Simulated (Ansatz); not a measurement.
`OC1(F)BN1` + H₂ → `OC1BN1` + H–F at 500 K and 1 bar (hydrogenolysis of a C–F bond).

Isolated molecules relaxed with PBE0-D4/def2-TZVP in Ansatz; ΔE leaves out vibrations. CCSD(T)/CBS is the MP2 limit (def2-TZVPP, def2-QZVPP) plus CCSD(T) − MP2 in def2-TZVPP, frozen cores. This one scheme is used for every species. Each species was taken in one conformer, which may not be the lowest.

```
    species  CCSD(T)/CBS energy (Eh)  H − E (kJ/mol)  S (J/(mol·K))
`OC1(F)BN1`               -294.28666           169.5          345.2
         H₂                 -1.17544            41.0          145.5
   `OC1BN1`               -195.09067           186.6          322.8
        H–F               -100.39570            39.4          188.7
```

H − E and S are ideal-gas, rigid-rotor, harmonic terms from PBE0-D4/def2-TZVP, for one conformer and one mirror image of each species. The MP2-based limit puts H₂ 0.8 mEh under its directly extrapolated value; such offsets cancel only in part. 1 Eh = 2625.50 kJ/mol, R = 8.31446 J/(mol·K).

Problem. By hand: ΔE, ΔH, ΔS and ΔG.

Solution. ΔE = (-195.09067) + (-100.39570) − (-294.28666) − (-1.17544) = -0.02427 Eh = -63.7 kJ/mol. Δ(H − E) = 186.6 + 39.4 − 169.5 − 41.0 = 15.5, so ΔH = -48.2 kJ/mol. ΔS = 322.8 + 188.7 − 345.2 − 145.5 = 20.8 J/(mol·K). ΔG = -48.2 − 500 × (20.8)/1000 = -58.6 kJ/mol.

Problem. By hand: the equilibrium constant, and the temperature at which ΔG would vanish if ΔH and ΔS stayed fixed.

Solution. log₁₀ K = −ΔG/(RT ln 10) = 6.1. ΔH and −TΔS have one sign here, so there is no such temperature.

ΔH outweighs TΔS. A doubt of 5 kJ/mol in ΔE shifts log₁₀ K by 0.5 here. Other conformers and mirror images would add mixing entropy, several J/(mol·K) or more a flexible species. These are equilibria of isolated gas molecules and say nothing of rates. Largest T1 diagnostic: 0.013 (customary marks: 0.02 for closed shells, 0.045 for open ones).
